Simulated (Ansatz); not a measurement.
The pair A = H2O (SMILES O) (first 3 atoms), B = HBr (SMILES Br); geometry from B3LYP-D3(BJ)/def2-TZVP.
(charge 0, multiplicity 1):
```xyz
5

O     -0.182     0.392     0.471
H      0.740     0.474     0.201
H     -0.502     1.292     0.602
Br    -0.451    -1.381     3.262
H     -0.365    -0.644     2.018
```

Correlated levels freeze the cores. Filled d and f shells under p-block atoms count as core. MP2 and its Hartree–Fock in aug-cc-pVQZ are density fitted.

Run with Ansatz (a program for electronic structure). Each number belongs to the level named beside it.

The counterpoise-corrected interaction energy is E(AB) − E(A in the pair's basis) − E(B in the pair's basis). Total energies (hartree):

```
level                           AB  A in the pair's basis  B in the pair's basis
-------------------  -------------  ---------------------  ---------------------
HF/aug-cc-pVTZ       -2649.1119468            -76.0601811          -2573.0480981
MP2/aug-cc-pVTZ      -2649.5635885            -76.3293343          -2573.2266601
HF/aug-cc-pVQZ       -2649.1201176            -76.0654863          -2573.0509527
MP2/aug-cc-pVQZ      -2649.6053715            -76.3519548          -2573.2453976
CCSD(T)/aug-cc-pVTZ  -2649.6020062            -76.3426749          -2573.2525737
```

Problem. Work out the counterpoise-corrected interaction energy at the basis-set limit: extrapolate the MP2 correlation part as X⁻³, take Hartree–Fock from the larger set, and add the CCSD(T) − MP2 difference of aug-cc-pVTZ.

Solution. 
1. Differences (1 hartree = 627.509 kcal/mol): HF/aug-cc-pVTZ -2.301; MP2/aug-cc-pVTZ -4.765; HF/aug-cc-pVQZ -2.308; MP2/aug-cc-pVQZ -5.032; CCSD(T)/aug-cc-pVTZ -4.240.
2. Correlation parts, MP2 less HF: -2.464 in aug-cc-pVTZ (X = 3), -2.724 in aug-cc-pVQZ (X = 4).
3. Limit (4³·(-2.724) − 3³·(-2.464))/(4³ − 3³) = -2.913; with HF/aug-cc-pVQZ it gives -5.222.
4. CCSD(T) less MP2 in aug-cc-pVTZ: 0.525.
Result: -4.70 kcal/mol, against -4.77 at MP2/aug-cc-pVTZ. It is an estimate of this method's limit, not of the exact value.
